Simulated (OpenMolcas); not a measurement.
Mo5+ in a point-charge field

Mo5+ among 4 point charges of -2 e arranged as a square (D4h), 2.13 Å from the ion.

- Program: OpenMolcas 26.06
- Method: SS-CASPT2, IPEA 0.25 Eh, imaginary shift 0.1 Eh (closed shells correlated: 4s 4p)
- Basis: ANO-RCC-VDZP [6s5p3d1f]
- Scalar Hamiltonian: DKH2, point nucleus
- Active space: 1 electron in 5 orbitals (4d)
- State averaging: 2S+1 = 2 even, 5 roots
- Spin-orbit coupling: state interaction with AMFI integrals over the reference wave functions

The lowest spin-free states (labels of D4, the rotations of D4h), above the lowest:

```json
{"State": "2A1", "Degeneracy": "1", "E (cm-1)": "0", "Free-ion L (%)": "D (100)"}
{"State": "2E", "Degeneracy": "2", "E (cm-1)": "3010", "Free-ion L (%)": "D (100)"}
{"State": "2B2", "Degeneracy": "1", "E (cm-1)": "13950", "Free-ion L (%)": "D (100)"}
{"State": "2B1", "Degeneracy": "1", "E (cm-1)": "20430", "Free-ion L (%)": "D (100)"}
```

The lowest levels with spin-orbit coupling:

```
E (cm-1)  Degeneracy  Label  2S+1               g
       0           2   E1/2     2  0.04 0.04 1.72
    3470           2   E1/2     2  0.28 1.96 1.96
    3900           2   E3/2     2  0.06 0.06 3.98
   14340           2   E3/2     2  0.79 2.09 2.09
   21100           2   E3/2     2  2.02 2.02 3.19
```

Powder χT (cm3 K/mol): 0.0934 at 2 K, 0.0951 at 10 K, 0.104 at 50 K, 0.114 at 100 K, 0.136 at 200 K, 0.157 at 300 K. The effective moment at 300 K is 2.828 √(χT) = 1.12 μB.

The lowest level has 2S+1 = 2, for which the spin-only value is χT = S(S+1) / 2 = 0.375 cm3 K/mol (g = 2). The computed 0.157 at 300 K differs by -0.218, through orbital momentum, spin-orbit coupling and any other state in reach.

Free-ion shares, where given, are those of the reference states; single-state CASPT2 does not remix them. This is an electrostatic model: the charges have no orbitals. No measured value stands beside these numbers.

The CASPT2 steps took 0.42 s on 1 thread of Arm Neoverse V2 (shared host); the integral step is not counted.
